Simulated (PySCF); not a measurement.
C₃H₅O₂, SMILES CCO[C]=O, multiplicity 2.

Geometry: PBE0-D3(BJ)/def2-SVP. The isomer is the one that the SMILES or the coordinates give; other isomers of the formula were not compared. Other conformers were not sampled.

The numbers are results of SMD-ωB97X/def2-SVP (PySCF), not measurements.

Solvation free energies are E(SMD) − E(gas) at the gas-phase geometry, for 1 M in both phases. In vacuum the dipole moment is 2.85 D.

Question: Rank water, tetrahydrofuran, n-hexane by solvation free energy, most negative first.

Answer: tetrahydrofuran (-2.5 kcal/mol), n-hexane (-1.3 kcal/mol), water (0.3 kcal/mol)
